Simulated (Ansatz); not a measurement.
Relaxation of CH7ClMgN2 (12 atoms, charge 0, multiplicity 1), to a largest force component of 0.03 eV/Å in at most 50 steps.

Method: Ansatz 0.2.0, RKS revPBE/def2-SVP.

```xyz
12
Properties=species:S:1:pos:R:3
Mg -0.825 -1.552 -0.891
N 1.987 0.333 -1.271
Cl -1.583 -2.861 -2.523
H 1.499 0.364 -0.363
N -0.363 -0.414 0.784
C -1.235 0.662 1.257
H 2.973 0.124 -1.071
H 1.974 1.292 -1.639
H 0.024 -0.938 1.580
H -0.671 1.436 1.838
H -1.688 1.204 0.393
H -2.091 0.349 1.908
```

Task: Where does it end, and by what steps?

Result: It converged. The force dipped under the threshold on the way, but the program's further checks kept it going. After 22 steps the energy has fallen by 0.951 eV; Cl3 moved furthest, 1.83 Å. Joined: Mg1–N2.

| step | energy less start (eV) | largest force component (eV/Å) | accepted |
| --- | --- | --- | --- |
| 0 | 0.0000 | 1.094 | yes |
| 1 | -0.2110 | 0.531 | yes |
| 2 | -0.3959 | 0.469 | yes |
| 3 | -0.5835 | 0.381 | yes |
| 4 | -0.7065 | 0.352 | yes |
| 5 | -0.7550 | 0.534 | yes |
| 6 | -0.7794 | 0.370 | yes |
| 7 | -0.7993 | 0.191 | yes |
| 8 | -0.8108 | 0.581 | yes |
| 9 | -0.8260 | 0.377 | yes |
| 10 | -0.8433 | 0.169 | yes |
| 11 | -0.8539 | 0.310 | yes |
| 12 | -0.8709 | 0.284 | yes |
| 13 | -0.8904 | 0.300 | yes |
| 14 | -0.9068 | 0.366 | yes |
| 15 | -0.9211 | 0.331 | yes |
| 16 | -0.9100 | 0.595 | no |
| 17 | -0.9366 | 0.097 | yes |
| 18 | -0.9427 | 0.067 | yes |
| 19 | -0.9460 | 0.183 | yes |
| 20 | -0.9490 | 0.088 | yes |
| 21 | -0.9501 | 0.021 | yes |
| 22 | -0.9505 | 0.023 | yes |

```xyz
12
Properties=species:S:1:pos:R:3
Mg -0.169 -0.361 -0.938
N 2.020 -0.309 -1.322
Cl -0.953 -1.179 -2.901
H 2.605 0.154 -0.611
N -0.479 0.281 0.860
C -1.710 0.453 1.620
H 2.405 -1.259 -1.436
H 2.217 0.166 -2.216
H 0.321 0.557 1.442
H -1.894 1.507 1.955
H -2.593 0.172 1.003
H -1.769 -0.180 2.545
```

The run took 44 s on 2 threads of Intel(R) Xeon(R) Platinum 8375C CPU @ 2.90GHz (Ice Lake) (shared host), peak memory 0.18 GiB.
